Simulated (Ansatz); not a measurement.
The cluster Li3Br3⁻. The state is a doublet with charge -1. Geometry PBE0-D4/def2-SVP, that of the neutral singlet.

```xyz
6

Li   -0.669    1.236   -1.418
Li    1.477   -1.279   -0.407
Li   -0.808    0.043    1.825
Br    1.036   -0.060   -2.350
Br   -1.901    1.647    0.524
Br    0.864   -1.587    1.826
```

At PBE-D4/def2-TZVPD, r2SCAN-D4/def2-TZVPD, PBE0-D4/def2-TZVPD the highest occupied level of the charge -1 doublet lies above zero (up to 1.05 eV). Energy differences put its binding near zero (0.02 eV; vertical, against the charge 0 singlet, at r2SCAN-D4/def2-TZVPD), which leaves it undecided. The structure comes from a short search, and lower isomers may exist.

Q: Estimate the α-spin orbital energies around the gap (eV) in Ansatz with PBE-D4/def2-TZVPD, r2SCAN-D4/def2-TZVPD, PBE0-D4/def2-TZVPD.

A: 
```csv
orbital,PBE-D4/def2-TZVPD,r2SCAN-D4/def2-TZVPD,PBE0-D4/def2-TZVPD
HOMO−5,-3.87,-4.23,-5.16
HOMO−4,-3.87,-4.23,-5.15
HOMO−3,-3.70,-4.05,-4.98
HOMO−2,-3.50,-3.86,-4.78
HOMO−1,-3.50,-3.86,-4.78
HOMO,1.02,1.05,0.82
LUMO,1.40,1.45,1.69
LUMO+1,1.41,1.45,1.69
LUMO+2,2.19,2.47,2.48
LUMO+3,2.43,2.63,2.78
LUMO+4,2.43,2.63,2.78
LUMO+5,2.48,2.75,2.86
β HOMO,-3.49,-3.86,-4.77
β LUMO,1.48,1.68,1.92
```
